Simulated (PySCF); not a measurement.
Al(I)2(Me) (CH3AlI2), SMILES [Al]([I])([I])[CH3].

Coordinates come from a PBE0-D3(BJ)/def2-SVP optimisation. The structure was generated by enumeration; whether it is a known compound was not checked. The def2 effective core potentials stand for the cores of I; spin–orbit coupling is left out.

These are PySCF 2.14.0 with TDA-ωB97X/def2-SVPD values and carry that method's errors.

Vertical excitations. 

Computed excitation energies, oscillator strengths and character:
| state | energy (eV) | λ (nm) | f | main pairs |
|---|---|---|---|---|
| S1 | 5.35 | 232 | 0.000 | HOMO→LUMO 96 % |
| S2 | 5.56 | 223 | 0.000 | HOMO−2→LUMO 94 % |
| S3 | 5.73 | 216 | 0.001 | HOMO→LUMO+1 55 %, HOMO−1→LUMO 30 % |
| S4 | 5.92 | 210 | 0.020 | HOMO−1→LUMO+1 65 %, HOMO−1→LUMO 12 % |
| S5 | 5.98 | 207 | 0.146 | HOMO−1→LUMO 47 %, HOMO→LUMO+1 20 %, HOMO−1→LUMO+1 17 % |
| S6 | 6.15 | 202 | 0.063 | HOMO−2→LUMO+1 72 % |
| S7 | 6.38 | 194 | 0.068 | HOMO−3→LUMO 52 %, HOMO−3→LUMO+1 27 % |
| S8 | 6.42 | 193 | 0.061 | HOMO−3→LUMO+1 48 %, HOMO−3→LUMO 29 % |
| S9 | 6.69 | 185 | 0.007 | HOMO−5→LUMO 89 % |
| S10 | 6.79 | 183 | 0.001 | HOMO−4→LUMO 93 % |
| T1 | 5.24 | 237 | 0 | HOMO→LUMO 94 % |
| T2 | 5.33 | 233 | 0 | HOMO−1→LUMO 73 %, HOMO→LUMO+1 16 % |
| T3 | 5.41 | 229 | 0 | HOMO−2→LUMO 91 % |
| T4 | 5.42 | 229 | 0 | HOMO→LUMO+1 59 %, HOMO−1→LUMO 21 %, HOMO→LUMO+2 11 % |
Triplets are in the Tamm–Dancoff approximation.
